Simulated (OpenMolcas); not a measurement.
neutral antimony: input and output

Input:

```
&GATEWAY
Coord
1

Sb 0.0 0.0 0.0
Basis=ANO-RCC-VQZP
Group=XYZ
NoMove
AngMom=0.0 0.0 0.0
AMFI
&SEWARD
* reference wave functions (RASSCF and RASSI steps not shown): 3 electrons in 3 orbitals (5p)
>>> COPY JOB001 $Project.JobIph
&CASPT2
Multistate=1 1
Frozen=9 9
IPEA=0.25
Imaginary=0.1
MaxIter=60
WThr=0.0 0.3 0.05
PrWF=0.5
NoMix
>>> COPY JOB002 $Project.JobIph
&CASPT2
Multistate=8 1 2 3 4 5 6 7 8
Frozen=9 9
IPEA=0.25
Imaginary=0.1
MaxIter=60
WThr=0.0 0.3 0.05
PrWF=0.5
NoMix
```

Output, cut to the results:

```
--- CASPT2 ---
Orbital specifications:
      -----------------------

      Symmetry species                           1   2
                                                ag  au
      Frozen orbitals                            9   9
      Inactive orbitals                          6   0
      Active orbitals                            0   3
      Secondary orbitals                        36  30
      Deleted orbitals                           0   0
      Number of basis functions                 51  42
Type of calculation                        SS-CASPT2
      Fock operator                              state-specific
      IPEA shift                                 0.25
      Real shift                                 0.00
      Imaginary shift                            0.10
      The input orbitals will be transformed to quasi-canonical
Reference energy:       -6476.4991756898
      E2 (Non-variational):      -0.5347667964
      Shift correction:          -0.0003509914
      E2 (Variational):          -0.5351177879
      Total energy:           -6477.0342934776
      Residual norm:              0.0000000516
      Reference weight:           0.90680
      Contributions to the CASPT2 correlation energy
      Active & Virtual Only:         -0.0136547303
      One Inactive Excited:          -0.1008663083
      Two Inactive Excited:          -0.4202457578
::    CASPT2 Root  1     Total energy:  -6477.03429348
--- CASPT2 ---
Orbital specifications:
      -----------------------

      Symmetry species                           1   2
                                                ag  au
      Frozen orbitals                            9   9
      Inactive orbitals                          6   0
      Active orbitals                            0   3
      Secondary orbitals                        36  30
      Deleted orbitals                           0   0
      Number of basis functions                 51  42
Type of calculation                        MS-CASPT2
      Fock operator                              state-specific
      IPEA shift                                 0.25
      Real shift                                 0.00
      Imaginary shift                            0.10
      The input orbitals will be transformed to quasi-canonical
Reference energy:       -6476.4396818925
      E2 (Non-variational):      -0.5495877558
      Shift correction:          -0.0005003119
      E2 (Variational):          -0.5500880677
      Total energy:           -6476.9897699603
      Residual norm:              0.0000007459
      Reference weight:           0.89535
      Contributions to the CASPT2 correlation energy
      Active & Virtual Only:         -0.0251657250
      One Inactive Excited:          -0.1022887124
      Two Inactive Excited:          -0.4221333185
Reference energy:       -6476.4396818925
      E2 (Non-variational):      -0.5500146857
      Shift correction:          -0.0005121767
      E2 (Variational):          -0.5505268623
      Total energy:           -6476.9902087549
      Residual norm:              0.0000007637
      Reference weight:           0.89469
      Contributions to the CASPT2 correlation energy
      Active & Virtual Only:         -0.0252335715
      One Inactive Excited:          -0.1026473802
      Two Inactive Excited:          -0.4221337340
::    CASPT2 Root  1     Total energy:  -6476.98976996
::    CASPT2 Root  2     Total energy:  -6476.99020875
::    CASPT2 Root  3     Total energy:  -6476.98931464
::    CASPT2 Root  4     Total energy:  -6476.98937574
::    CASPT2 Root  5     Total energy:  -6476.98852392
::    CASPT2 Root  6     Total energy:  -6476.95730632
::    CASPT2 Root  7     Total energy:  -6476.95720304
::    CASPT2 Root  8     Total energy:  -6476.95721384
::    MS-CASPT2 Root  1     Total energy:  -6476.99032295
::    MS-CASPT2 Root  2     Total energy:  -6476.98995585
::    MS-CASPT2 Root  3     Total energy:  -6476.98931756
::    MS-CASPT2 Root  4     Total energy:  -6476.98918321
::    MS-CASPT2 Root  5     Total energy:  -6476.98841974
::    MS-CASPT2 Root  6     Total energy:  -6476.95761645
::    MS-CASPT2 Root  7     Total energy:  -6476.95717364
::    MS-CASPT2 Root  8     Total energy:  -6476.95692682
```

Levels above the lowest, from the spin-orbit matrix with the single-state CASPT2 energies, averaged by term, on its diagonal:

```tsv
Configuration	Term	J	E (cm-1)	Measured (cm-1)	g	Term weight %	Second
5s2 5p3	4S*	3/2	0.0	0.0	1.981	97	3 2P*
5s2 5p3	2D*	3/2	9260	8512	0.867	89	10 2P*
5s2 5p3	2D*	5/2	10310	9854	1.200	100	
5s2 5p3	2P*	1/2	17380	16395	0.666	100	
5s2 5p3	2P*	3/2	18900	18464	1.288	87	11 2D*
```

Against the 4 measured excited levels shown (NIST Handbook of Basic Atomic Spectroscopic Data) the mean absolute deviation is 660 cm-1; the largest miss in energy is 5s2 5p3 2P* 1/2: computed 17380, measured 16395 cm-1 (+6.0 %), and the largest in proportion 5s2 5p3 2D* 3/2 (+8.7 %).

CASPT2 breaks the degeneracy within a term, and the mean is taken; among the terms shown or strongly mixed into the levels shown the widest spread is 370 cm-1 (5s2 5p3 2D*). With the s shell closed, the reference lacks s² → p² mixing. Computed and measured levels are paired by configuration, term and J; levels that our copy of the source lacks, or whose pairing is in doubt (as where it misses far off the trend of its configuration), stay unpaired and out of the deviations. Only configurations of the active space appear.

The term weight is that of the spin-free term in the level, not the purity of its configuration. * marks odd parity.
